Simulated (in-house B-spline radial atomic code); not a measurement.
# RPA and G0W0 on PBEsol: V5+

Configuration [Ne] 3s2 3p6, mean-field start PBEsol. Computed with an all-electron radial atomic-structure program (B-spline basis): all electrons, scalar-relativistic (spin-free one-electron X2C), finite nucleus, each spin shell either full or empty, empty states to l = 9 with an (l + 1/2)⁻⁴ tail; G0W0 by contour deformation at full frequency.

Command:
```bash
python run_gw.py task.json out
```
Settings (radii: box in bohr, nucleus in fm):
```
Z                        23
electrons                18
configuration            [Ne] 3s2 3p6
hamiltonian              x2c
method                   pbesol
lmax                     9
rms_radius               3.6002
spin_polarised           False
box_radius               10.43
intervals                68
```

Run time, properties included: 2.5 s on 1 thread of Arm Neoverse N1, with other jobs on the host.

Energies (hartree):

| term | value |
| --- | --- |
| mean-field total | -941.90649 |
| Hartree-Fock functional on these orbitals | -942.35084 |
| direct second order | -1.4184 |
| second-order exchange | 0.47353 |
| SOSEX correction | 0.43071 |

Task: What is the RPA correlation energy, and what remains with SOSEX?

Result: RPA gives -1.2336 hartree (-1.86 eV per electron); RPA + SOSEX gives -0.80286, and the second-order doubles -0.9449 hartree (no singles). SOSEX takes back 35 % of the RPA value.

Quasi-particle levels (eV):

```csv
level,occupied,mean field,Σx - vxc,Σc,QP weight,G0W0
3p,yes,-117.28,-11.00,?,?,?
3d,no,-75.58,13.05,-3.23,0.964,-65.76
```

G0W0 = mean field + (Σx - vxc) + Σc, with Σc (partial-wave tail included) taken at the quasi-particle energy. Only the outer levels were computed. Levels of low weight are left out.

Task: Where does G0W0 put 3p?

Result: At -128.45 eV, with Σc = -0.17 eV and a quasi-particle weight of 0.949. The tabulated removal energy is 128.125 ± 0.025 eV (NIST, measured); the calculation leaves out spin-orbit coupling, Breit and QED terms, and what these don't explain is the method's own error.
